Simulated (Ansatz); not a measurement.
Results of the Gaussian-basis code of Ansatz.

Basis-set series for `C=C([SeH])B[SiH3]`. The species carries charge 0 and has multiplicity 1. All single points use the PBE0-D4/def2-TZVP geometry. It is one conformer, not always the lowest.

Z-matrix (Å, degrees):
```
Si
B 1 2.013
H 1 1.491 2 116.5
H 1 1.491 2 108.7 3 -121.7
H 1 1.491 2 108.6 3 121.6
C 2 1.538 1 130.2 3 -0.2
H 2 1.201 1 115.1 3 179.6
Se 6 1.911 2 123.3 1 -1.2
C 6 1.344 2 118.3 1 178.6
H 8 1.466 6 95.2 2 0.9
H 9 1.087 6 123.7 2 -179.3
H 9 1.084 6 119.4 2 0.6
```

| functional | basis | functions | energy (Eh) | HOMO (eV) | LUMO (eV) |
| --- | --- | --- | --- | --- | --- |
| PBE0-D4 | def2-TZVPP | 281 | -2795.77145 | -6.59 | -2.68 |
| PBE0-D4 | def2-QZVPP | 540 | -2795.83750 | -6.60 | -2.69 |
| ωB97M-V | def2-TZVPP | 281 | -2796.08550 | -8.68 | -0.70 |
| ωB97M-V | def2-QZVPP | 540 | -2796.14911 | -8.69 | -0.72 |

(1) Give the rows for def2-SVP. (Best estimate.)

Answers

(1) The calculation gave: 
```tsv
functional	basis	functions	energy (Eh)	HOMO (eV)	LUMO (eV)
PBE0-D4	def2-SVP	127	-2795.26366	-6.47	-2.62
ωB97M-V	def2-SVP	127	-2795.57070	-8.54	-0.58
```

Scalar relativity is left out up to krypton.
